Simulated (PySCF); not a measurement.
## Computed spin Hamiltonian

Compound: C5H6FO2 (doublet state).
Geometry (GFN2-xTB, Å), atoms numbered from 1 in this order:
```xyz
14
C5H6FO2 angstrom
C     -2.3201    0.0471   -0.1099
O     -1.1886    0.7813   -0.5208
C      0.0063    0.1856   -0.3377
C      0.3248   -1.0169    0.1712
O      1.6724   -1.2409    0.1759
C      2.2836   -0.0897   -0.2353
F      3.3932   -0.3198   -0.9804
C      1.2691    0.9008   -0.7344
H     -3.1811    0.6758   -0.3269
H     -2.2795   -0.1691    0.9616
H     -2.4001   -0.8936   -0.6624
H     -0.2743   -1.8073    0.5777
H      1.3427    1.0662   -1.8173
H      1.3510    1.8800   -0.2533
```

The hyperfine couplings belong to this conformer and change with its torsions.

As a line formula: `COC1=CO[C](F)C1` [radical].

Theory: UKS B3LYP, pcH-1 on C F H O, non-relativistic, mean-field spin-orbit, GIAO in PySCF 2.14.0. One conformer (not necessarily the lowest) at the GFN2-xTB geometry, without solvent, vibrations or thermal averaging. A GFN2-xTB geometry isn't a minimum of the functional, and hyperfine couplings can be far from their values at a DFT geometry. No stability test was run, so a lower SCF solution isn't excluded.

* g1, g2, g3: 2.00195, 2.00418, 2.00442
* g_iso: 2.00352
* Form of g: close to axial: the two nearest values differ by 10 % of g3 − g1
* ⟨S²⟩: 0.7537 (exact 0.7500)
* α and β electrons: 31, 30
* HOMO–LUMO gap, α and β orbitals: 5.56, 4.80 eV
* Total energy: -444.35029 Eh

Hyperfine couplings atom by atom, in mT; T1 to T3 are the principal values of the dipolar part; ρ(0) is the spin density at the nucleus (MHz turned into mT with g_iso):

```tsv
atom	isotope	a_iso	T1	T2	T3	Mulliken spin population	ρ(0) (bohr⁻³)
C1	13C	0.04	-0.01	-0.01	0.02	0.00	0.0009
O2	17O	-0.11	-0.10	0.04	0.06	0.01	0.0052
C3	13C	0.37	-0.20	-0.11	0.31	0.06	0.0093
C4	13C	0.02	-0.27	0.05	0.22	-0.03	0.0005
O5	17O	-1.84	-1.68	0.81	0.87	0.08	0.0853
C6	13C	13.16	-2.61	-2.54	5.15	0.79	0.3282
F7	19F	10.07	-7.59	-6.56	14.16	0.05	0.0671
C8	13C	0.76	-0.19	-0.10	0.29	-0.05	0.0190
H9	1H	0.01	-0.02	-0.02	0.04	0.00	0.0000
H10	1H	0.02	-0.03	-0.03	0.06	0.00	0.0001
H11	1H	0.01	-0.03	-0.02	0.05	0.00	0.0001
H12	1H	0.06	-0.10	-0.05	0.16	0.00	0.0004
H13	1H	3.16	-0.17	-0.07	0.25	0.06	0.0198
H14	1H	3.27	-0.22	-0.20	0.42	0.03	0.0205
```

Largest spin populations (Mulliken): C6 (+0.79) and O5 (+0.08). No atom but C6 exceeds +0.15. The angles at C6 add up to 342.3°, so it is pyramidal.

Under fast tumbling the dipolar parts average out, and these isotropic splittings remain: 1 × 19F (F7, I = 1/2, 2 lines) with 10.07 mT, 2 × 1H (H13/H14, I = 1/2, 3 lines) with 3.21 mT and 1 × 1H (H12, I = 1/2, 2 lines) with 0.06 mT.

Class means assume fast exchange of nuclei equivalent by connectivity; if that motion is slow, each nucleus keeps its own coupling.

The 13C coupling of C6 (368.9 MHz) shows only in satellite lines or after enrichment, since that isotope makes up about 1.07 % of natural carbon.

The 17O coupling of O5 (-51.7 MHz) shows only in satellite lines or after enrichment, since that isotope makes up about 0.038 % of natural oxygen.

Hardware: an Arm Neoverse V1 with one thread, on a shared host. Cost: 62 s (with the writing of density and orbital grids), 0.95 GiB resident at most.
